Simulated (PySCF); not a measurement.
**Bonding in `CC[P@@]1(=O)CC[C@@H]1C(F)(F)F`**

Compound: C6H10F3OP.
SMILES with atom numbers: `[CH3:1][CH2:2][P@@:3]1(=[O:4])[CH2:5][CH2:6][C@@H:7]1[C:8]([F:9])([F:10])[F:11]` (hydrogens: H12, H13, H14 on C1; H15, H16 on C2; H17, H18 on C5; H19, H20 on C6; H21 on C7)

Geometry (GFN2-xTB, Å), atoms numbered from 1 in this order:
```
atom  x, y, z in Å
C1     2.6558   -0.6355    0.5270
C2     1.7790   -0.5379   -0.7134
P3     0.3580    0.5574   -0.3228
O4     0.7143    1.8734    0.1954
C5    -0.9738    0.3301   -1.5940
C6    -1.6145   -0.7920   -0.7521
C7    -0.8760   -0.5379    0.5780
C8    -1.6749    0.3106    1.5249
F9    -2.1501    1.4168    0.9432
F10   -0.9530    0.6921    2.5834
F11   -2.7521   -0.3390    2.0180
H12    2.9578    0.3618    0.8400
H13    3.5471   -1.2266    0.3283
H14    2.1089   -1.0942    1.3496
H15    1.4266   -1.5154   -1.0409
H16    2.3227   -0.0649   -1.5344
H17   -0.6821    0.0461   -2.6022
H18   -1.5942    1.2247   -1.6412
H19   -2.6982   -0.7173   -0.6642
H20   -1.3673   -1.7775   -1.1428
H21   -0.5430   -1.4232    1.1197
```

Bond orders from the PBE0/pcSseg-1 density (PySCF). Isolated species at its GFN2-xTB geometry (one conformer only).

Question: Where do the orders between heavy atoms depart from those drawn in the SMILES?

Answer: The largest departure is 0.221, at C7–P3 (drawn single, 0.779). Drawn single, order below 0.88: C7–P3 (0.779).

Question: Give the Mayer order of every bond between heavy atoms, beside its length.

Answer: 
| bond | drawn as | length (Å) | Mayer order |
| --- | --- | --- | --- |
| C1–C2 | single | 1.522 | 1.040 |
| C2–P3 | single | 1.836 | 0.913 |
| P3–O4 | double | 1.459 | 1.904 |
| P3–C5 | single | 1.855 | 0.902 |
| C5–C6 | single | 1.542 | 0.994 |
| C6–C7 | single | 1.542 | 0.963 |
| C7–C8 | single | 1.502 | 0.974 |
| C8–F9 | single | 1.337 | 0.987 |
| C8–F10 | single | 1.337 | 1.008 |
| C8–F11 | single | 1.351 | 0.986 |
| C7–P3 | single | 1.880 | 0.779 |

By pair of heavy elements: C–C: lowest C6–C7 (0.963, 1.542 Å), highest C1–C2 (1.040, 1.522 Å); in 2 of the 6 pairs the longer bond (by over 0.003 Å) has the higher order (by 0.02 or more). C–P: lowest C7–P3 (0.779, 1.880 Å), highest C2–P3 (0.913, 1.836 Å). C–F: lowest C8–F11 and C8–F9 (0.986, 1.351 Å), highest C8–F10 (1.008, 1.337 Å). Bonds named together lie within 0.004.

Question: And the bonds to hydrogen?

Answer: C–H: 0.93 to 0.96 (10 bonds).

Question: Sum the orders of all bonds at each heavy atom with more than one neighbour and set the sums beside the valence in the SMILES.

Answer: C1 3.919 (drawn 4), C2 3.810 (drawn 4), P3 4.498 (drawn 5), C5 3.763 (drawn 4), C6 3.852 (drawn 4), C7 3.641 (drawn 4), C8 3.955 (drawn 4). Orders between atoms that aren't bonded are not in these sums.

The Mayer order sums products of elements of PS (density times overlap matrix) between the two atoms' basis functions, so it depends on the basis set.
